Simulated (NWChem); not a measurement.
System: HfClF3; SMILES [F][Hf]([F])([F])[Cl]

Input file for NWChem:

```
start job
memory heap 200 mb stack 900 mb global 1100 mb
geometry units angstroms
  Hf     0.102053    -0.128796    -0.013242
  F      1.161089     0.113704    -1.480148
  F      1.123809    -0.221955     1.496557
  F     -0.895468    -1.646592    -0.196888
  Cl    -1.258166     1.588958     0.163354
end
basis spherical
  * library def2-svp
end
ecp
  Hf library def2-ecp
end
dft
  xc xpbe96 cpbe96
  disp vdw 4
  iterations 150
end
driver
  maxiter 120
end
task dft optimize
dft
  grid fine
  convergence energy 1d-8 density 1d-7
end
task dft freq numerical
```

def2 effective core potentials on Hf; no spin-orbit coupling.

The level has its own optimisation; frequencies are unscaled.

**Question.** Predict the main results of this run. (PBE-D3(BJ)/def2-SVP with def2 effective core potentials on Hf.) Quantities: r F–Hf (Å); r Cl–Hf (Å); highest harmonic frequency (cm⁻¹); lowest (cm⁻¹); zero-point energy (kcal/mol).

**Answer.** 
* **r F–Hf (Å)**: 1.910
* **r Cl–Hf (Å)**: 2.357
* **highest harmonic frequency (cm⁻¹)**: 665
* **lowest (cm⁻¹)**: 118
* **zero-point energy (kcal/mol)**: 4.4
